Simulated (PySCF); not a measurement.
Input file for PySCF: D3(BJ) and D4 dispersion corrections on CH6 (a complex).

```python
from pyscf import gto
from pyscf.dispersion import dftd3, dftd4

mol = gto.M(
    atom='''
    C    -0.01987932    0.01484188   -0.13400056
    H    -0.04396800    0.02985984   -1.22286511
    H    -1.03698600   -0.05170507    0.25018779
    H     0.55369735   -0.84723041    0.20406149
    H     0.44769498    0.92846061    0.23092090
    H     0.05768313   -0.04244408    3.70773499
    H     0.04169572   -0.03172354    2.96399164
    ''',
    basis='def2-svp',
    charge=0, spin=0, verbose=0, max_memory=1800)
d3, d4 = {}, {}
for xc in ['hf', 'pbe', 'blyp', 'revpbe', 'tpss', 'r2scan', 'b3lyp', 'pbe0', 'bhlyp', 'camb3lyp', 'b2plyp']:
    d3[xc] = float(dftd3.DFTD3Dispersion(mol, xc=xc, version='d3bj', atm=False).get_dispersion()['energy'])
    print(f'D3(BJ) {xc:10s} {d3[xc]:14.8f} Eh')
for xc in ['hf', 'pbe', 'blyp', 'revpbe', 'tpss', 'r2scan', 'b3lyp', 'pbe0', 'bhlyp', 'camb3lyp', 'b2plyp']:
    d4[xc] = float(dftd4.DFTD4Dispersion(mol, xc={'camb3lyp': 'cam-b3lyp'}.get(xc, xc), atm=True).get_dispersion()['energy'])
    print(f'D4     {xc:10s} {d4[xc]:14.8f} Eh')
```

The log:

```
D3(BJ) hf            -0.01582319 Eh
D3(BJ) pbe           -0.00168760 Eh
D3(BJ) blyp          -0.00328437 Eh
D3(BJ) revpbe        -0.00454048 Eh
D3(BJ) tpss          -0.00201025 Eh
D3(BJ) r2scan        -0.00047064 Eh
D3(BJ) b3lyp         -0.00265107 Eh
D3(BJ) pbe0          -0.00136699 Eh
D3(BJ) bhlyp         -0.00192887 Eh
D3(BJ) camb3lyp      -0.00111097 Eh
D3(BJ) b2plyp        -0.00113326 Eh
D4     hf            -0.00546100 Eh
D4     pbe           -0.00132152 Eh
D4     blyp          -0.00296224 Eh
D4     revpbe        -0.00527527 Eh
D4     tpss          -0.00177656 Eh
D4     r2scan        -0.00036716 Eh
D4     b3lyp         -0.00204349 Eh
D4     pbe0          -0.00109804 Eh
D4     bhlyp         -0.00128630 Eh
D4     camb3lyp      -0.00107105 Eh
D4     b2plyp        -0.00092002 Eh
```

The run finished.

Cost: roughly 0.05 core-seconds.
